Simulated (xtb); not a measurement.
C4H9FSi, SMILES CC/C=C(\F)[SiH3]. All values are semi-empirical tight-binding results from xtb (GFN2-xTB unless named), good for trends rather than for accurate numbers. The structure is a stationary point at GFN2-xTB. The structure was generated by enumeration; whether it is a known compound was not checked. Other conformers were not sampled.

Estimate the properties. (Estimate from the structure and the level; the computed values follow.)


```
Property                                       Result
--------------------------------------  -------------
orbital gap                                   4.42 eV
dipole moment                                  1.89 D
zero-point energy                       70.9 kcal/mol
G − E(el) at 298.15 K (modified RRHO)   49.9 kcal/mol
static polarisability (D4 model)           79.2 bohr³
solvation energy, GFN2-xTB/ALPB(water)  -1.1 kcal/mol
solvation energy, GFN2-xTB/ALPB(dmso)   -4.9 kcal/mol
```
